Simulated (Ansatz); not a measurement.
Input for Ansatz (development build ahead of 0.2.0):

```yaml
crystal:
  periodic: [false, false, false]
  atoms:
    - { symbol: Be, position_ang: [0.0, 0.0, -0.90681] }
    - { symbol: C, position_ang: [0.0, 0.0, 0.90681] }
basis:
  gaussian: { orbitals: def2-SVP }
magnetization:
  spin_polarized: true
  initial_magnetization: 2
hamiltonian:
  xc: hf
correlation:
  method: mp2
  frozen_orbitals: { Be: 0, C: 1 }
```

The input is written out in the form of the current development build from the run's settings.

Output:

* Converged: yes
* Reference energy: -52.27867 hartree
* Correlation energy: -0.06848 hartree
* Total energy: -52.34716 hartree
* Spin squared of the determinant: 2.944
* Stability test: minimum
* Occupied orbitals by symmetry in an Abelian subgroup (alpha; beta): 4 A1 1 B1 1 B2; 4 A1

Messages of the program:
```
mean field -1422.57518358 eV, -52.2786737405 hartree, gradient 6.4e-6 eV, S^2 2.943840; 5 other ends of a descent, 0 dependent functions left out
```

Caution: the unrestricted determinant is a mixture of spin states.
